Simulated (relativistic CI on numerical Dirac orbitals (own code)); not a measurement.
# Fe18+: sensitivity of the levels to the model

Base calculation: Dirac-Coulomb-Breit CI, KLI orbitals optimised for each configuration, a model potential for QED, unscaled Slater integrals.

Configuration list (outside the closed core 1s2): 2s2 2p4, 2s 2p5, 2p6, 2p5 3s, 2p5 3p, 2p5 3d, 2s2 2p3 3s, 2s2 2p3 3p, 2s2 2p3 3d, 2s 2p4 3s, 2s 2p4 3p, 2s 2p4 3d, 2s2 2p3 4s, 2s2 2p3 4p, 2s2 2p3 4d, 2s2 2p3 4f. Levels of other configurations are missing.

Variants: (1) QED terms removed. Shifts of the energy above 2s2 2p4 3P_2, in eV, for the lowest level and the first level of each name with at least 55 % of one term (blank where a level changes its place among those of its configuration and J or its character, or is not in the variant):

```csv
Level,Base,Δ(1)
2s2 2p4 3P_2,0.000,0.000
2s2 2p4 3P_0,9.311,-0.009
2s2 2p4 3P_1,11.045,-0.029
2s2 2p4 1D_2,21.200,-0.026
2s2 2p4 1S_0,40.295,-0.032
2s 2p5 3P°_2,115.178,+0.410
2s 2p5 3P°_1,122.881,+0.395
2s 2p5 3P°_0,128.446,+0.379
2s 2p5 1P°_1,159.111,+0.398
2p6 1S_0,268.359,+0.800
2s2 2p3 3s 5S°_2,821.130,-0.127
2s2 2p3 3s 3S°_1,827.765,-0.122
2s2 2p3 3s 3D°_2,840.833,-0.126
2s2 2p3 3s 3D°_1,841.122,-0.130
2s2 2p3 3s 3D°_3,844.948,-0.142
2s2 2p3 3s 1D°_2,847.501,-0.140
2s2 2p3 3p 5P_1,850.475,-0.013
2s2 2p3 3p 5P_2,850.945,-0.013
2s2 2p3 3p 5P_3,853.427,-0.020
2s2 2p3 3s 3P°_0,855.009,-0.130
2s2 2p3 3s 3P°_1,855.991,-0.131
2s2 2p3 3p 3P_1,857.324,-0.012
```

At this charge energies of transitions that change n are usually good to better than 1 %, and those within a shell (Δn = 0) to a few per cent.

Ionisation energy from the two ground configurations alone: base 1456.88 eV. The NIST ASD value (semi-empirical) is 1460 eV.

LS names give the leading component of a level, which can be under half, so a name can repeat, a term be missing and a line seem to break the LS rules.
